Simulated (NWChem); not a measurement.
Molecule: C$_{4}$H$_{5}$Cl; SMILES C#CCCCl

```xyz
10

C      0.9444    -2.3816    -0.1248
C      0.0559    -1.5878     0.0878
C     -1.0193    -0.6343     0.3294
C     -0.8864     0.6727    -0.4388
Cl     0.5348     1.6181     0.0789
H      1.7370    -3.0834    -0.3079
H     -1.0842    -0.4154     1.4084
H     -1.9825    -1.0950     0.0457
H     -0.7799     0.4894    -1.5165
H     -1.7717     1.3011    -0.2720
```
Atoms are numbered in this order, from 1.

Program: NWChem. Coordinates come from a PBE0/def2-SVP optimisation. Level: PBE0/def2-SVP with SMD (1 M gas to 1 M solution), gas-phase geometry.

Q: Estimate the computed values for solvent toluene. Quantities: solvation free energy (kcal/mol); cavity-dispersion-structure term (kcal/mol); dipole in solution (D).

A: 
| Property | Value |
|---|---|
| solvation free energy (kcal/mol) | -5.4 |
| cavity-dispersion-structure term (kcal/mol) | -1.8 |
| dipole in solution (D) | 2.33 |
